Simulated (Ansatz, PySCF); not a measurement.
Reaction (SMILES): N[Si](N)(Br)Br + H+ → N[Si]([NH3+])(Br)Br
Structures are relaxed separately at B3LYP-D3(BJ)/def2-TZVP in Ansatz (a first-principles code), one conformer each, not searched for the lowest. Frequencies are from Ansatz.

Wanted: proton affinity (enthalpy at 298 K, with B3LYP-D3(BJ) rigid-rotor harmonic-oscillator terms), positive where the reaction releases energy, in kJ/mol. Correlated levels leave the core frozen unless marked. No spin-orbit coupling. Frozen are the shells of the preceding noble gas and the d and f shells that filled before the atom's block. No relativistic terms. CBS marks a two-point X^-3 extrapolation of the correlation energy; Hartree-Fock from the larger set. The bracket is a focal-point correction in the basis named.

```
level                                                              program  proton affinity (kJ/mol)
----------------------------------------------------------  --------------  ------------------------
HF-D4/def2-TZVPD                                             PySCF + dftd4                         ?
SVWN5/def2-TZVPD                                                    Ansatz                     837.3
revPBE-D3(BJ)/def2-TZVPD                                    Ansatz + dftd3                         ?
r2SCAN-D4/def2-TZVPD                                        Ansatz + dftd4                     865.6
PBE0/STO-3G                                                         Ansatz                    1112.8
PBE0-D3(BJ)/def2-TZVP                                       Ansatz + dftd3                     873.2
PBE0/def2-TZVP                                                      Ansatz                     870.5
PBE0/def2-TZVPD                                                     Ansatz                     867.7
TPSSh-D3(BJ)/def2-TZVPD                                      PySCF + dftd3                         ?
r2SCANh/def2-TZVPD                                                  Ansatz                     865.0
B2GP-PLYP-D4/def2-TZVPD                                     Ansatz + dftd4                     859.7
RPA@PBE/def2-TZVPP                                                  Ansatz                     892.5
RI-MP2/CBS(def2-TZVPP,def2-QZVPP)+[CCSD(T)-MP2]/def2-TZVPP          Ansatz                         ?
```

Task: Some entries are withheld; supply them.

Result: 
- HF-D4/def2-TZVPD, proton affinity (kJ/mol): 870.0
- revPBE-D3(BJ)/def2-TZVPD, proton affinity (kJ/mol): 882.2
- TPSSh-D3(BJ)/def2-TZVPD, proton affinity (kJ/mol): 877.6
- RI-MP2/CBS(def2-TZVPP,def2-QZVPP)+[CCSD(T)-MP2]/def2-TZVPP, proton affinity (kJ/mol): 864.1
